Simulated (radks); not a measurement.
Question: These are the eigenvalues of the occupied orbitals of an atom or ion with whole-number occupations (eV). Calculated with a radial shooting solver on a logarithmic mesh with Libxc functionals: scalar-relativistic Kohn-Sham, r2SCAN, spin-polarised, spherical densities, finite nucleus; meta-GGA in the generalised Kohn-Sham scheme; Fermi nuclear charge, rms radius of each element as measured or else 0.836 A^(1/3) + 0.57 fm.

1s up: -7615.316
1s down: -7615.311
2s up: -905.2452
2s down: -904.0148
2p up: -773.1246
2p down: -772.1807
3s up: -103.9180
3s down: -101.2245
3p up: -65.8860
3p down: -63.2142
3d up: -7.0056
3d down: -4.5813
4p up: -1.9188

Which element is it, and in what charge state? The configuration may be excited. Open shells, if any, are filled with parallel spins first.

Answer: Z = 27, cobalt, charge 0: Co in [Ar] 3d8 4p1. The list shows which subshells hold electrons but not how many an open one holds; the 1s level, -279.86 hartree, gives Z - s = 23.7 by -(Z - s)^2/2, which with screening and relativity narrows Z to a few neighbours, and the depths of the outer levels then fix element, charge and occupations together.
